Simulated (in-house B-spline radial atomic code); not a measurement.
O IV (O3+) is squeezed into an impenetrable sphere of radius R (the orbitals vanish at R). Computed with an all-electron radial atomic-structure program (B-spline basis): scalar-relativistic (X2C) Hartree-Fock, spin-polarised, averaged over the determinants with the given up and down occupations, Fermi nucleus of rms radius 2.6991 fm.

Energies in eV above the free ion in [He] 2s2 2p1:

```json
{"R (bohr)": "9.23", "highest level (eV)": "-77.9", "[He] 2s2 2p1": "0", "[He] 2s1 2p2": "6.644"}
{"R (bohr)": "5.95", "highest level (eV)": "-77.9", "[He] 2s2 2p1": "0", "[He] 2s1 2p2": "6.644"}
{"R (bohr)": "4.96", "highest level (eV)": "-77.9", "[He] 2s2 2p1": "0.0001062", "[He] 2s1 2p2": "6.644"}
{"R (bohr)": "4.4", "highest level (eV)": "-77.9", "[He] 2s2 2p1": "0.001073", "[He] 2s1 2p2": "6.645"}
{"R (bohr)": "3.56", "highest level (eV)": "-77.8", "[He] 2s2 2p1": "0.03242", "[He] 2s1 2p2": "6.675"}
{"R (bohr)": "3.14", "highest level (eV)": "-77.7", "[He] 2s2 2p1": "0.1667", "[He] 2s1 2p2": "6.802"}
{"R (bohr)": "2.47", "highest level (eV)": "-76.6", "[He] 2s2 2p1": "1.99", "[He] 2s1 2p2": "8.489"}
{"R (bohr)": "2.39", "highest level (eV)": "-76.2", "[He] 2s2 2p1": "2.643", "[He] 2s1 2p2": "9.09"}
{"R (bohr)": "1.63", "highest level (eV)": "-63", "[He] 2s2 2p1": "35.35", "[He] 2s1 2p2": "38.53"}
{"R (bohr)": "1.32", "highest level (eV)": "-38.7", "[He] 2s2 2p1": "100.7", "[He] 2s1 2p2": "95.88"}
```

(1) Does [He] 2s1 2p2 fall below [He] 2s2 2p1 under compression?

## Answers

(1) Yes, between R = 1.63 and 1.32 bohr the order changes (near 1.51 bohr by linear interpolation).
